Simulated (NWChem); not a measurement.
System: GeH$_{4}$; SMILES [GeH4]

The following NWChem deck was run.

```
start job
memory heap 200 mb stack 900 mb global 1100 mb
geometry units angstroms noautosym nocenter noautoz
  Ge     0.000007     0.000004     0.000000
  H      1.062702    -0.000009    -1.110812
  H      0.431655     0.958041     1.122112
  H     -0.147661    -1.420895     0.567890
  H     -1.346689     0.462868    -0.579194
end
basis spherical
  * library sto-3g
end
dft
  xc hfexch
  iterations 150
end
property
  shielding 2 1 2
  efieldgrad
end
task dft property
```

Output (shortened):

```
             Northwest Computational Chemistry Package (NWChem) 7.3.0
             --------------------------------------------------------

                             Geometry "geometry" -> ""
                             -------------------------

 Output coordinates in angstroms (scale by  1.889725989 to convert to a.u.)

  No.       Tag          Charge          X              Y              Z
 ---- ---------------- ---------- -------------- -------------- --------------
    1 Ge                  32.0000     0.00000700     0.00000400     0.00000000
    2 H                    1.0000     1.06270200    -0.00000900    -1.11081200
    3 H                    1.0000     0.43165500     0.95804100     1.12211200
    4 H                    1.0000    -0.14766100    -1.42089500     0.56789000
    5 H                    1.0000    -1.34668900     0.46286800    -0.57919400

 Effective nuclear repulsion energy (a.u.)      45.3258003037

  xc_inp: hfexch multiplicative factor not found.
                              NWChem Property Module
                              ----------------------

  itol2e modified to match energy
  convergence criterion.

                                 NWChem DFT Module
                                 -----------------

 Summary of "ao basis" -> "ao basis" (spherical)
 ------------------------------------------------------------------------------
       Tag                 Description            Shells   Functions and Types
 ---------------- ------------------------------  ------  ---------------------
 Ge                          sto-3g                  8       18   4s3p1d
 H                           sto-3g                  1        1   1s

  itol2e modified to match energy
  convergence criterion.

            General Information
            -------------------
          SCF calculation type: DFT
          Wavefunction type:  closed shell.
          No. of atoms     :     5
          No. of electrons :    36
           Alpha electrons :    18
            Beta electrons :    18
          Charge           :     0
          Spin multiplicity:     1
          Use of symmetry is: off; symmetry adaption is: off
          Maximum number of iterations: 150
          AO basis - number of functions:    22
                     number of shells:    12
          Convergence on energy requested:  1.00D-07
          Convergence on density requested:  1.00D-05
          Convergence on gradient requested:  5.00D-04

              XC Information
              --------------
                     Hartree-Fock (Exact) Exchange  1.000

      Superposition of Atomic Density Guess
      -------------------------------------

 Sum of atomic energies:       -2053.48782380

      Non-variational initial energy
      ------------------------------

 Total energy =   -2053.271714
 1-e energy   =   -2978.642844
 2-e energy   =     880.045329
 HOMO         =      -0.277557
 LUMO         =       0.446524

   convergence    iter        energy       DeltaE   RMS-Dens  Diis-err
 ---------------- ----- ----------------- --------- --------- ---------
 d= 0,ls=0.0,diis     1  -2054.0663026516 -2.10D+03  9.06D-03  2.03D-02
 d= 0,ls=0.0,diis     2  -2054.0722801450 -5.98D-03  3.68D-03  1.78D-03
 d= 0,ls=0.0,diis     3  -2054.0728553297 -5.75D-04  2.96D-04  1.65D-05
 d= 0,ls=0.0,diis     4  -2054.0728595539 -4.22D-06  3.28D-05  1.87D-07
 d= 0,ls=0.0,diis     5  -2054.0728596074 -5.35D-08  3.90D-06  2.10D-09

         Total DFT energy =    -2054.072859607409
      One electron energy =    -2973.813226056679
           Coulomb energy =      954.503787483618
    Exchange-Corr. energy =      -80.089221338083
 Nuclear repulsion energy =       45.325800303736

 Numeric. integr. density =        0.000000000000

                       DFT Final Molecular Orbital Analysis
                       ------------------------------------

 Vector   16  Occ=2.000000D+00  E=-4.116390D-01
              MO Center=  4.3D-01,  2.7D-02, -4.5D-01, r^2= 2.0D+00
   Bfn.  Coefficient  Atom+Function         Bfn.  Coefficient  Atom+Function
  ----- ------------  ---------------      ----- ------------  ---------------
    19      0.566599  2 H  s                 13     -0.349561  1 Ge pz
    11      0.335455  1 Ge px                20     -0.203926  3 H  s
    22     -0.197225  5 H  s                 21     -0.165458  4 H  s
    17     -0.149524  1 Ge d  1               9      0.131319  1 Ge pz
     7     -0.126020  1 Ge px                18     -0.066237  1 Ge d  2

 Vector   17  Occ=2.000000D+00  E=-4.116381D-01
              MO Center=  9.6D-02, -2.8D-02,  5.3D-01, r^2= 2.1D+00
   Bfn.  Coefficient  Atom+Function         Bfn.  Coefficient  Atom+Function
  ----- ------------  ---------------      ----- ------------  ---------------
    20      0.491281  3 H  s                 12      0.429656  1 Ge py
    21     -0.422998  4 H  s                 11      0.174892  1 Ge px
     8     -0.161408  1 Ge py                15     -0.147220  1 Ge d -1
    13      0.141397  1 Ge pz                22     -0.090184  5 H  s
    16     -0.068331  1 Ge d  0               7     -0.065701  1 Ge px

 Vector   18  Occ=2.000000D+00  E=-4.116359D-01
              MO Center= -5.3D-01,  4.4D-04, -7.2D-02, r^2= 2.1D+00
   Bfn.  Coefficient  Atom+Function         Bfn.  Coefficient  Atom+Function
  ----- ------------  ---------------      ----- ------------  ---------------
    22      0.524066  5 H  s                 21     -0.339660  4 H  s
    13     -0.304958  1 Ge pz                11     -0.303427  1 Ge px
    12      0.223871  1 Ge py                20     -0.196802  3 H  s
    18     -0.137927  1 Ge d  2               9      0.114562  1 Ge pz
     7      0.113987  1 Ge px                 8     -0.084101  1 Ge py

 Vector   19  Occ=0.000000D+00  E= 5.102163D-01
              MO Center= -1.1D-03,  1.6D-03,  1.3D-03, r^2= 2.6D+00
   Bfn.  Coefficient  Atom+Function         Bfn.  Coefficient  Atom+Function
  ----- ------------  ---------------      ----- ------------  ---------------
    10      1.322577  1 Ge s                 19     -0.642641  2 H  s
    20     -0.644656  3 H  s                 21     -0.643171  4 H  s
    22     -0.644209  5 H  s                  6     -0.133192  1 Ge s
     2      0.081865  1 Ge s

 Vector   20  Occ=0.000000D+00  E= 5.155413D-01
              MO Center= -2.0D-01,  1.1D-02, -2.2D-02, r^2= 2.1D+00
   Bfn.  Coefficient  Atom+Function         Bfn.  Coefficient  Atom+Function
  ----- ------------  ---------------      ----- ------------  ---------------
    22      0.824541  5 H  s                 13      0.764112  1 Ge pz
    11      0.701813  1 Ge px                21     -0.521347  4 H  s
    12     -0.484415  1 Ge py                20     -0.356419  3 H  s
     9     -0.173717  1 Ge pz                 7     -0.159554  1 Ge px
     8      0.110129  1 Ge py                18     -0.097754  1 Ge d  2

[...]

          -----------------------------------------
          Chemical Shielding Tensors (GIAO, in ppm)
          -----------------------------------------

                                NWChem CPHF Module
                                ------------------

  scftype          =     RHF
  nclosed          =       18
  nopen            =        0
  variables        =       72
  # of vectors     =        3
  tolerance        = 0.10D-03
  level shift      = 0.00D+00
  max iterations   =       50
  max subspace     =       30

 SCF residual:    7.2436884393780582E-007

Iterative solution of linear equations
  No. of variables       72
  No. of equations        3
  Maximum subspace       30
        Iterations       50
       Convergence  1.0D-04

   iter   nsub   residual    time
   ----  ------  --------  ---------
     1      3    4.99D-01       0.8
     2      6    2.31D-02       0.8
     3      9    4.53D-03       0.9
     4     12    9.02D-05       1.0

      Atom:    1  Ge
        Diamagnetic
   2733.4461      0.0000     -0.0001
      0.0000   2733.4461     -0.0000
     -0.0001     -0.0000   2733.4461

        Paramagnetic
   -294.5128     -0.0009      0.0025
     -0.0009   -294.5124     -0.0004
      0.0025     -0.0004   -294.5105

        Total Shielding Tensor
   2438.9333     -0.0009      0.0024
     -0.0009   2438.9337     -0.0005
      0.0024     -0.0005   2438.9357

           isotropic =    2438.9342
          anisotropy =       0.0047

          Principal Components and Axis System
                 1           2           3
             2438.9374   2438.9337   2438.9317

      1         0.5295     -0.0970      0.8427
      2        -0.2362      0.9373      0.2563
      3         0.8147      0.3348     -0.4734

      Atom:    2  H
        Diamagnetic
     34.7484     -0.0001     -9.3003
     -0.0001     25.8510      0.0001
     -9.3003      0.0001     35.5724

        Paramagnetic
     -0.4565      0.0000      1.3790
      0.0000      0.8629     -0.0000
      1.3790     -0.0000     -0.5786

        Total Shielding Tensor
     34.2919     -0.0001     -7.9213
     -0.0001     26.7138      0.0001
     -7.9213      0.0001     34.9938

           isotropic =      31.9999
          anisotropy =      15.8581

          Principal Components and Axis System
                 1           2           3
               42.5719     26.7138     26.7138

      1        -0.6913      0.3261      0.6448
      2         0.0000      0.8924     -0.4513
      3         0.7226      0.3120      0.6169
```

Level: Hartree-Fock/STO-3G, GIAO. STO-3G and 3-21G are far too small for this property and stand as cheap habits. All runs use the structure optimised with PBE0/def2-SVP. NWChem prints the field gradient with the sign opposite to the second derivative of the potential. The printed shielding anisotropy is the first printed principal value minus the mean of the other two.
